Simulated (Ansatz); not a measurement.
Reaction (redistribution): `F[SiH2]O[SiH2]Cl` + `O[SiH2]N[SiH](O)O` → `O[SiH](O)N[SiH2]Cl` + `O[SiH2]O[SiH2]F`

Isolated molecules relaxed with PBE0-D4/def2-TZVP in Ansatz; ΔE leaves out vibrations. CCSD(T)/CBS adds triple-zeta CCSD(T) − MP2 to the extrapolated MP2 energy (def2 sets, frozen cores). Each species was taken in one conformer, which may not be the lowest.

| species | CCSD(T)/CBS(def2) energy (Eh) |
| --- | --- |
| `F[SiH2]O[SiH2]Cl` | -1215.52176 |
| `O[SiH2]N[SiH](O)O` | -862.82282 |
| `O[SiH](O)N[SiH2]Cl` | -1246.82512 |
| `O[SiH2]O[SiH2]F` | -831.52000 |

(1) Work out ΔE.

Largest T1 diagnostic among the species: 0.012.

## Answers

(1) ΔE = (-1246.82512) + (-831.52000) − (-1215.52176) − (-862.82282) = -0.00054 Eh = -1.4 kJ/mol.
